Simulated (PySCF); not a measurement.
In(Cl)3 cation (Cl3In), SMILES [Cl][In]([Cl])[Cl] (connectivity only; charge and spin as stated), charge +1, multiplicity 2.

Geometry optimised at B3LYP-D3(BJ)/def2-SVP. The multiplicity is an assumed one; other spin states were not compared. The isomer is the one that the SMILES or the coordinates give; other isomers of the formula were not compared. The def2 effective core potentials stand for the cores of In; spin–orbit coupling is left out.

Calculation: M06-2X/def2-TZVPD (PySCF).

Isolated molecule, no solvent.

### Question
Estimate the frontier levels, dipole moment and polarisability. (An estimate is asked for; the answer gives what the named calculation found.)

### Answer

| Property | Result |
|---|---|
| α spin, highest occupied and lowest empty level | -16.04 and -8.24 eV |
| β spin, highest occupied and lowest empty level | -16.01 and -10.85 eV |
| dipole moment about the centre of nuclear charge | 0.089 e·Å |
| mean static polarisability | 81.0 bohr³ (12.00 Å³) |
| polarisability, principal values | 48.0, 96.2, 98.7 bohr³ |
| ⟨S²⟩ | 0.759 (pure state 0.75) |
